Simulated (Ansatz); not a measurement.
`F/C=N/[SiH2]F` + H₂ → `F/C=N/[SiH3]` + H–F at 600 K and 1 bar (hydrogenolysis of the Si–F bond).

Gas-phase electronic energies from Ansatz, PBE0-D4/def2-TZVP geometries. CBS: MP2 limit from def2 TZ/QZ plus the TZ coupled-cluster correction, frozen cores. This one scheme is used for every species. Double bonds are as drawn, so ΔE can hold a change between cis and trans. One conformer a species, not always the lowest.

```
        species  CCSD(T)/CBS energy (Eh)  H − E (kJ/mol)  S (J/(mol·K))
`F/C=N/[SiH2]F`               -583.28846           166.8          400.4
             H₂                 -1.17544            43.9          150.8
 `F/C=N/[SiH3]`               -484.01982           174.6          374.4
            H–F               -100.39570            42.3          194.0
```

H − E and S are ideal-gas, rigid-rotor, harmonic terms from PBE0-D4/def2-TZVP, for one conformer and one mirror image of each species. The MP2-based limit puts H₂ 0.8 mEh under its directly extrapolated value; such offsets cancel only in part. 1 Eh = 2625.50 kJ/mol, R = 8.31446 J/(mol·K).

Question: By hand: ΔE, ΔH, ΔS and ΔG.

Answer: ΔE = (-484.01982) + (-100.39570) − (-583.28846) − (-1.17544) = 0.04838 Eh = 127.0 kJ/mol. Δ(H − E) = 174.6 + 42.3 − 166.8 − 43.9 = 6.2, so ΔH = 133.2 kJ/mol. ΔS = 374.4 + 194.0 − 400.4 − 150.8 = 17.2 J/(mol·K). ΔG = 133.2 − 600 × (17.2)/1000 = 122.9 kJ/mol.

Question: By hand: the equilibrium constant, and the temperature at which ΔG would vanish if ΔH and ΔS stayed fixed.

Answer: log₁₀ K = −ΔG/(RT ln 10) = -10.7. ΔG = 0 at ΔH/ΔS = 7744 K, far beyond where these terms or the molecules hold.

ΔH outweighs TΔS. A doubt of 5 kJ/mol in ΔE shifts log₁₀ K by 0.4 here. Other conformers and mirror images would add mixing entropy, several J/(mol·K) or more a flexible species. These are equilibria of isolated gas molecules and say nothing of rates. Largest T1 diagnostic: 0.014 (customary marks: 0.02 for closed shells, 0.045 for open ones).
